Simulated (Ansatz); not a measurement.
Mulliken charges of CH$_{3}$ClFInS (`F[CH2][In]([SH])[Cl]`) from r2SCAN/def2-TZVPP in Ansatz (PBE0-D4/def2-TZVP geometry).

| atom | x (Å) | y (Å) | z (Å) | charge (e) |
| --- | --- | --- | --- | --- |
| F1 | -0.714 | 0.657 | 1.783 | -0.226 |
| C2 | -0.108 | 1.183 | 0.658 | -0.056 |
| In3 | 0.298 | -0.386 | -0.784 | 0.710 |
| S4 | -0.156 | -2.703 | -0.630 | -0.341 |
| Cl5 | 1.325 | 0.231 | -2.787 | -0.395 |
| H6 | 0.826 | 1.667 | 0.951 | 0.093 |
| H7 | -0.771 | 1.930 | 0.214 | 0.093 |
| H8 | -0.701 | -2.579 | 0.594 | 0.122 |

Q: By hand: the dipole of these point charges (1 e Å = 4.8032 D).

A: Σ q r = (-0.172, 0.362, 0.500) e Å, of length 0.641 e Å = 3.08 D.

Q: How does the dipole of the full density compare? (Estimate.)

A: Computed: (-0.146, 0.272, 0.413) e Å, 2.48 D; the point charges give 1.24 times that, at 3° from its direction.

Point charges leave out the atoms' own dipoles, such as those of lone pairs, and Mulliken's split depends on the basis, so the two needn't agree.
